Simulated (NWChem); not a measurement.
System: BH₂SF; SMILES FBS

NWChem input:

```
start job
memory heap 200 mb stack 900 mb global 1100 mb
geometry units angstroms noautosym nocenter noautoz
  B     -0.521309    -0.593864     0.000000
  F      0.306758    -1.638921     0.000000
  H     -1.721153    -0.786487     0.000000
  S      0.204461     1.060535     0.000000
  H     -0.995355     1.702711     0.000000
end
basis spherical
  * library 6-311g**
end
dft
  xc pbe0
  iterations 150
end
tddft
  cis
  ecut -85.0
  nroots 6
  notriplet
end
task tddft energy
```

Coordinates come from a PBE-D3(BJ)/def2-SVP optimisation.

Core excitations by TDA in a window of 1s orbitals, non-relativistic and unshifted: absolute energies depend strongly on the exact-exchange share.

Q: Give the results of this calculation. (PBE0/6-311G** (spherical d), restricted-window TDA.) Quantities: first 1s excitation (eV); dipole oscillator strength of the first; first state with f > 0.002 (eV); dipole oscillator strength of that state.

A: 
```json
{
 "first 1s excitation (eV)": "2420.1",
 "dipole_oscillator_strength_of_the_first": "0.0017",
 "first state with f > 0.002 (eV)": "2420.3",
 "dipole_oscillator_strength_of_that_state": "0.0039"
}
```
